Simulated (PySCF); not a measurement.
Job file and geometry (Å, from GFN2-xTB) of an NMR shielding run on SMILES [SiH3]O[C@@H]1C=C[C@@H](Cl)[C@@H]1[SiH3], C₅H₁₁ClOSi₂, PySCF 2.14.0, density-fitted response routines, GIAO PBE0/pcSseg-1 NMR shielding, non-relativistic, gas phase; density fitting, a coarse starting grid and PySCF grid level 2 are the driver's defaults:

```
$ OMP_NUM_THREADS=1 python probes_run.py task.json out

{"job": {"kind": "nmr", "xc": "PBE0", "basis": "pcSseg-1"}, "charge": 0, "multiplicity": 1}
Si     2.589298     1.304712    -0.557563
O      1.046217     0.791502    -0.560484
C      0.237668     0.439405     0.533701
C      0.564076    -0.920665     1.082143
C     -0.508138    -1.692360     1.155742
C     -1.733834    -0.959814     0.730245
Cl    -2.666135    -0.534184     2.227932
C     -1.201342     0.284299     0.038932
Si    -1.082623     0.063769    -1.858854
H      2.728337     2.463755     0.329918
H      2.735925     1.615311    -1.969025
H      3.505248     0.257759    -0.092191
H      0.349950     1.200620     1.320086
H      1.571715    -1.184841     1.348502
H     -0.553045    -2.699337     1.532359
H     -2.431278    -1.548937     0.134980
H     -1.809081     1.157009     0.274907
H     -0.727790     1.324584    -2.496104
H     -2.439217    -0.315523    -2.282988
H     -0.181098    -1.036388    -2.184914
```

Q: Write the output of this run.

A: 
```
coarse grid: 18208 points
cycle   1  E = -1310.6098669297  dE =  1.183e+00  |g| = 6.882e-01  |ddm| = 4.112e+00
cycle   2  E = -1310.4963395863  dE =  1.135e-01  |g| = 1.047e+00  |ddm| = 1.583e+00
cycle   3  E = -1310.6982715118  dE = -2.019e-01  |g| = 1.243e-01  |ddm| = 1.112e+00
cycle   4  E = -1310.7011961024  dE = -2.925e-03  |g| = 4.259e-02  |ddm| = 1.627e-01
cycle   5  E = -1310.7015707646  dE = -3.747e-04  |g| = 1.492e-02  |ddm| = 4.745e-02
cycle   6  E = -1310.7016194576  dE = -4.869e-05  |g| = 4.987e-03  |ddm| = 1.591e-02
cycle   7  E = -1310.7016251982  dE = -5.741e-06  |g| = 1.127e-03  |ddm| = 5.214e-03
final grid: 161944 points
cycle   8  E = -1310.7636858476  dE = -3.435e-05  |g| = 1.045e-02  |ddm| = 3.836e-02
cycle   9  E = -1310.7636592792  dE =  2.657e-05  |g| = 1.566e-02  |ddm| = 2.182e-02
cycle  10  E = -1310.7637071429  dE = -4.786e-05  |g| = 1.216e-03  |ddm| = 1.389e-02
cycle  11  E = -1310.7637074015  dE = -2.587e-07  |g| = 3.625e-04  |ddm| = 1.521e-03
cycle  12  E = -1310.7637074291  dE = -2.754e-08  |g| = 9.589e-05  |ddm| = 4.485e-04
cycle  13  E = -1310.7637074310  dE = -1.899e-09  |g| = 3.870e-05  |ddm| = 1.243e-04
cycle  14  E = -1310.7637074313  dE = -3.531e-10  |g| = 9.549e-06  |ddm| = 3.921e-05
converged SCF energy = -1310.7637074313

GIAO shielding tensors (ppm)
atom      isotropic    diamagn.    paramagn.     s11        s22        s33       span
  0 Si     388.115     880.379    -492.264    343.598    352.986    467.759    124.161
  1 O      294.389     400.676    -106.286    261.616    298.273    323.278     61.662
  2 C      103.001     242.674    -139.673     71.996    102.946    134.061     62.065
  3 C       44.031     255.573    -211.542    -64.008     54.824    141.279    205.287
  4 C       42.814     254.144    -211.330    -68.878     53.854    143.467    212.345
  5 C      115.655     246.483    -130.828     90.311    122.101    134.553     44.242
  6 Cl     704.466    1146.156    -441.690    492.987    564.647   1055.763    562.776
  7 C      141.361     250.144    -108.782    121.047    137.606    165.432     44.385
  8 Si     422.978     879.128    -456.150    398.004    405.653    465.276     67.272
  9 H       26.755      29.080      -2.325     23.382     24.908     31.975      8.594
 10 H       26.885      29.398      -2.512     22.765     25.506     32.385      9.620
 11 H       26.750      29.410      -2.660     22.811     25.398     32.041      9.231
 12 H       26.357      30.567      -4.210     22.182     28.043     28.844      6.662
 13 H       25.445      32.089      -6.644     23.039     25.675     27.621      4.582
 14 H       25.439      31.400      -5.961     24.091     25.433     26.794      2.703
 15 H       26.823      30.352      -3.529     21.242     28.210     31.018      9.776
 16 H       28.991      31.125      -2.134     25.106     29.112     32.754      7.648
 17 H       27.702      29.482      -1.780     23.447     26.625     33.034      9.587
 18 H       28.049      29.231      -1.182     24.279     26.309     33.558      9.279
 19 H       27.984      29.216      -1.232     24.673     26.901     32.377      7.705
```

Q: Turn these shieldings into chemical shifts. Chemical shifts δ = σref − σ; 29Si (349.16 ppm) and 13C (186.93 ppm) and 1H (31.72 ppm) vs TMS; 17O (336.08 ppm) against H2O; 35Cl (949.78 ppm) vs HCl, all at this level.

A: Averaging equivalent atoms: Si 0: -39.0; Si 8: -73.8; O 1: 41.7; C 4: 144.1; C 3: 142.9; C 2: 83.9; C 5: 71.3; C 7: 45.6; Cl 6: 245; H 14: 6.28; H 13: 6.27; H 12: 5.36; H 9/10/11: 4.92; H 15: 4.89; H 17/18/19: 3.81; H 16: 2.73 ppm. Experimental scales use liquid or dissolved standards, which lie at an offset from isolated H2O (liquid H2O: subtract about 36 ppm).

Size and cost of the density-fitted run: 229 basis functions, 81 s wall time on 1 thread of an Arm Neoverse V1, shared host; peak memory 1.1 GiB.
